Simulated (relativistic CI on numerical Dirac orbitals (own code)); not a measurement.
# Cr²⁺: resonant inelastic scattering at the M2,3 edge

Computed with this model: Dirac-Coulomb-Breit CI, KLI orbitals optimised for each configuration, QED by a radiative potential, valence Slater integrals scaled by 0.7, Kramers-Heisenberg scattering through one core-hole configuration in a parametric crystal field; configurations [Ar] 3d4 → [Ne] 3s2 3p5 3d5; 300 K; core-hole width 1.2 eV; summed over polarisations. Incident energies are the highest absorption maxima for each field (at most a few, so the weaker spin-orbit partner edge can be absent), on the computed scale of the free ion. Intensities are in per cent of the strongest line above 0.02 eV; levels within 1 cm⁻¹ are merged; final levels count from the ground level, the first row holds all elastic scattering, lines under 0.4 are left out and each table stops after 24 rows. The scale of the Slater integrals is a model choice and moves the terms in proportion.

Field parameters in Wybourne normalisation: D3d B²₀ = −7Dσ, B⁴₀ = −14Dq − 21Dτ, B⁴₃ = −14√(10/7) Dq. The field is a parameter set, without covalency.

S is read from ⟨S²⟩ = S(S + 1).

D3d, 10Dq = 9150, Dσ = -1200, Dτ = -230 cm⁻¹:

```
Final level (eV)  Degeneracy  Irrep     S  49 eV  55.8 eV
           0.000           2      E  2.00  476.1    203.0
           0.001           1     A1  2.00    6.0     15.1
           0.002           1     A2  2.00    5.8     14.7
           0.004           2      E  2.00    5.0      8.5
           0.006           2      E  2.00   11.2     32.0
           0.008           2  A1+A2  2.00   10.1     33.4
           0.620           3   A1+E  2.00   41.5    100.0
           0.620           2      E  2.00   28.6     70.1
           1.256           2  A1+A2  2.00   11.6     66.2
           1.264           2      E  2.00   12.3     66.3
           1.273           2      E  2.00   12.6     65.1
           1.281           1     A1  1.99    6.2     30.8
           1.281           1     A2  2.00    6.5     31.9
           1.289           2      E  1.98   12.3     58.5
           1.302           2      E  1.03    0.4      1.4
```

D3d, 10Dq = 9150, Dσ = -860, Dτ = -230 cm⁻¹:

```csv
Final level (eV),Degeneracy,Irrep,S,49 eV,55.8 eV
0.000,3,A1+E,2.00,717.9,312.9
0.002,1,A2,2.00,8.4,22.0
0.002,2,E,2.00,9.3,18.9
0.004,2,E,2.00,16.8,45.8
0.005,2,A1+A2,2.00,15.1,47.3
0.692,1,A1,2.00,19.0,47.6
0.692,2,E,2.00,38.3,96.3
0.693,2,E,2.00,39.3,100.0
1.193,2,A1+A2,2.00,19.3,96.3
1.201,2,E,2.00,20.2,97.6
1.208,2,E,2.00,20.6,97.1
1.216,2,A1+A2,2.00,20.6,95.0
1.223,2,E,1.99,20.3,91.2
1.244,2,E,1.01,0.3,0.4
```

D3d, 10Dq = 9150, Dσ = -510, Dτ = -230 cm⁻¹:

```csv
Final level (eV),Degeneracy,Irrep,S,49.1 eV,55.8 eV
0.000,1,A1,2.00,702.1,261.0
0.001,2,E,2.00,12.9,40.0
0.001,1,A2,2.00,7.9,23.1
0.002,2,E,2.00,15.6,44.4
0.002,2,E,2.00,14.7,37.2
0.003,1,A1,2.00,8.5,23.1
0.003,1,A2,2.00,8.3,23.5
0.772,1,A1,2.00,19.5,47.3
0.773,2,E,2.00,39.3,95.5
0.773,2,E,2.00,40.5,98.6
1.140,2,A1+A2,2.00,23.9,98.2
1.147,2,E,2.00,24.9,99.9
1.153,2,E,2.00,25.4,100.0
1.160,1,A2,2.00,12.8,50.2
1.160,1,A1,2.00,12.6,48.5
1.167,2,E,2.00,25.4,96.0
```

For the first field the strongest loss at the lowest incident energy is the level at 0.62 eV (S = 2.00, against 2.00 in the thermal ground state).
